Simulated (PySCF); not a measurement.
Compound: C6H7N3.
InChI=1S/C6H7N3/c1-2-9-6(5-7)3-4-8-9/h3-4H,2H2,1H3

Method used: TDDFT CAM-B3LYP/def2-SVPD, vertical, gas phase, core orbitals frozen in the response (PySCF 2.14.0, density-fitted response routines). One conformer (not necessarily the lowest) at the GFN2-xTB geometry, without solvent, vibrations or thermal averaging. Torsions of this conformer, `[CH3:1][CH2:2][n:3]1[n:4][cH:5][cH:6][c:7]1[C:8]#[N:9]`: C1–C2–N3–N4 -103°.

Computed states:

```csv
state,E (eV),f
S1,5.89,0.172
S2,6.05,0.193
S3,6.28,0.0038
S4,6.51,0.0003
S5,7.32,0.0019
S6,7.44,0.0005
S7,7.65,0.019
S8,7.69,0.015
```

Each state is given a Gaussian of 0.5 eV full width at half maximum, with ε(max) = 2.175×10⁸ f / Δν̃ (Δν̃ the width in cm⁻¹). The width is an assumption, not a result. The curve ends short of the highest state used, and states not computed would add to its high-energy end.

(1) What does the envelope look like, and where are its maxima?

(2) On this curve, what absorbance would a 10⁻³ mol/L sample give at 222 nm over a 1 cm path?

(3) Coming from long wavelengths, where does ε first pass 100 L mol⁻¹ cm⁻¹?

## Answers

(1) 
E (eV), ε (L mol⁻¹ cm⁻¹) and a bar:
```
     5.14         18 
     5.23         76 
     5.31        236 
     5.40        717 #
     5.48       1670 ###
     5.57       3699 ######
     5.65       6543 ###########
     5.74      10685 #################
     5.82      14480 ########################
     5.91      17603 #############################
     5.99      18402 ##############################
     6.07      17042 ############################
     6.16      13522 ######################
     6.24       9674 ################
     6.33       5739 #########
     6.41       3175 #####
     6.50       1418 ##
     6.58        616 #
     6.67        216 
     6.75         81 
     6.84         33 
     6.92         31 
     7.01         57 
     7.09        111
```

Maxima: 207 nm (5.98 eV), ε about 18000, made up of S1 (46%) and S2 (53%) (ε in L mol⁻¹ cm⁻¹; maxima over ε = 5, shares over 10%). At its high-energy end, 7.09 eV, the curve is still rising (ε about 110, from S5, S7 and S8).

(2) 222 nm is 5.585 eV, where ε is about 4200 L mol⁻¹ cm⁻¹, so A = ε c l ≈ 4.2 (Beer–Lambert, with the gas-phase spectrum and the assumed width).

(3) At about 236 nm (5.25 eV), 0.64 eV below S1.
